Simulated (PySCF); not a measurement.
`C[Si](C)(C)C`. Method used: PBE0-D3(BJ)/def2-SVP geometry optimisation, gas phase in PySCF 2.14.0.

```
atom  x, y, z in Å
C1    -0.7149   -0.8871   -1.5009
Si2   -0.0021    0.0002    0.0010
C3     0.2832    1.8148   -0.4203
C4    -1.2092   -0.1287    1.4418
C5     1.6367   -0.7963    0.4815
H6    -1.6739   -0.4429   -1.8115
H7    -0.8903   -1.9533   -1.2853
H8    -0.0240   -0.8280   -2.3573
H9     0.6992    2.3641    0.4393
H10   -0.6583    2.3073   -0.7118
H11    0.9897    1.9192   -1.2594
H12   -2.1794    0.3297    1.1913
H13   -1.3953   -1.1803    1.7132
H14   -0.8176    0.3836    2.3352
H15    1.5048   -1.8605    0.7344
H16    2.3660   -0.7350   -0.3422
H17    2.0785   -0.2958    1.3581
```

Problem. Give the dihedral angles C1–Si2–C3–H11, H8–C1–Si2–C3, C1–Si2–C4–H12.

Solution. C1–Si2–C3–H11 -60° (synclinal); H8–C1–Si2–C3 60° (synclinal); C1–Si2–C4–H12 -60° (synclinal). Dihedral signs follow IUPAC: positive where, seen along the central bond, the front bond turns clockwise onto the rear one.

Problem. What is the repulsion energy of the bare nuclei, Σ ZA·ZB/RAB?

Solution. 245.11 Eh over 136 pairs, with full nuclear charges and distances in bohr; the largest single term is 23.59 Eh (Si2 with C4, or a pair equal to it).

Problem. Which two atoms are farthest apart?

Solution. 6 pairs, among them H6···H17, H12···H16 and H10···H15, 4.914 Å down to 4.911 Å.

Problem. Work out the bond lengths C1–H8, Si2–C5, C3–H9, C4–H12, C5–H15 in pm.

Solution. For C1–H8 the difference vector is (0.6909, 0.0591, -0.8564) Å, of length 1.1019 Å. C1–H8 110.2; Si2–C5 188.4; C3–H9 110.2; C4–H12 110.2; C5–H15 110.2 pm.

Problem. How far apart are these pairs, which share no bond: C1···H9, Si2···H7, C3···H8, H7···H12, H8···H17, H9···H15, H11···H15?

Solution. C1···H9 4.042 Å (3 bonds apart); Si2···H7 2.502 Å (2 bonds apart); C3···H8 3.291 Å (3 bonds apart); H7···H12 3.607 Å (4 bonds apart); H8···H17 4.302 Å (4 bonds apart); H9···H15 4.311 Å (4 bonds apart); H11···H15 4.304 Å (4 bonds apart).

Problem. What are the angles H6–C1–H7, C4–Si2–C5, C3–Si2–C4, Si2–C5–H16?

Solution. From the scalar product of the two bond vectors; for H6–C1–H7 it is -0.3724 Å² over 1.1016 × 1.1018 Å², cos θ = -0.3068. H6–C1–H7 107.9°; C4–Si2–C5 109.5°; C3–Si2–C4 109.5°; Si2–C5–H16 111.2°.

The point group is Td within 0.08 Å; differences among equivalent distances and angles are scatter left by the optimiser. Whether it is a minimum is left open (no frequencies).

Time: 65 s; peak memory 0.60 GiB. Hardware: one thread of an Arm Neoverse V1, shared host. That covers the optimisation of the geometry.
